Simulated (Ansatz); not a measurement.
Input for Ansatz (an electronic-structure program): R-CCSD(T)/def2-SVPD on GeH4 (SMILES [GeH4]) with ghost functions. The run froze 14 orbitals, filled d shells among them.

Ansatz 0.2 input:
```yaml
crystal:
  periodic: [false, false, false]
  atoms:
    - {symbol: Ge, position_ang: [0.17374332, 0.26339924, 0.11221274]}
    - {symbol: H, position_ang: [-1.03606360, -0.49600277, 0.67642651]}
    - {symbol: H, position_ang: [-0.02817797, 0.48166452, -1.39676772]}
    - {symbol: H, position_ang: [1.45347061, -0.54654941, 0.34937130]}
    - {symbol: H, position_ang: [0.28386648, 1.62857195, 0.80713269]}
basis:
  gaussian:
    orbitals: def2-SVPD
    ghost_atoms:
      - {symbol: C, position_ang: [-1.43858875, 1.13128498, 3.67718989]}
      - {symbol: I, position_ang: [0.28212257, -0.06186882, 4.18908812]}
      - {symbol: H, position_ang: [-2.05660358, 0.53672165, 3.01463854]}
      - {symbol: H, position_ang: [-1.95512033, 1.36837043, 4.59992322]}
      - {symbol: H, position_ang: [-1.07512532, 2.02425727, 3.18241884]}
magnetization: {spin_polarized: false}
correlation: {method: ccsd_t, electrons: outside_noble_gas}
scf: {lower_state_search: off}
```

It printed:

```
Functional definition: HF
[...]
these checks for a lower state are left out or cut short: stability, starts, cluster_reference, orbital_swaps, neighbouring_geometries, increment
integrals: 0.35 GiB planned
1234 factors; integrals over basis functions are off by at most 1.2e-3 eV
mean field: 0.41 GiB planned
mean field evaluation 1: about -56528.8639 eV, gradient 9.8e0 eV
mean field evaluation 2: about -56528.8653 eV, gradient 9.8e0 eV
mean field evaluation 4: about -56529.3378 eV, gradient 1.7e0 eV
mean field evaluation 8: about -56529.3431 eV, gradient 8.6e-5 eV
mean field -56529.34307737 eV, -2077.4150411284 hartree, gradient 2.3e-6 eV, S^2 0.000000; 0 other end points of the search recorded, 0 dependent functions left out
14 core orbitals not correlated
reference -56529.34307737 eV, -2077.4150411284 hartree; 4, 4 occupied and 131, 131 virtual orbitals, 1234 factors
second order -3.21052157 eV of doubles, -0.00000000 eV of singles
coupled cluster: 0.82 GiB planned
cycle   1  -3.80981259 eV  change   -6.0e-1 eV  update   5.5e-2
cycle   2  -4.02317199 eV  change   -2.1e-1 eV  update   1.9e-2
cycle   3  -4.02778910 eV  change   -4.6e-3 eV  update   4.0e-3
cycle   4  -4.02691775 eV  change    8.7e-4 eV  update   1.2e-3
cycle   5  -4.02668169 eV  change    2.4e-4 eV  update   3.7e-4
cycle   6  -4.02663354 eV  change    4.8e-5 eV  update   8.7e-5
cycle   7  -4.02663529 eV  change   -1.7e-6 eV  update   2.6e-5
cycle   8  -4.02664066 eV  change   -5.4e-6 eV  update   7.2e-6
perturbative correction -0.07762571 eV, -0.0028526921 hartree
Total energy: -56533.44734374 eV, -2077.5658701355 hartree
Checks for a lower state left out: stability, starts, cluster_reference, orbital_swaps, neighbouring_geometries, increment
```

The calculation finished and met its thresholds.

Cost: roughly 7 core-seconds.
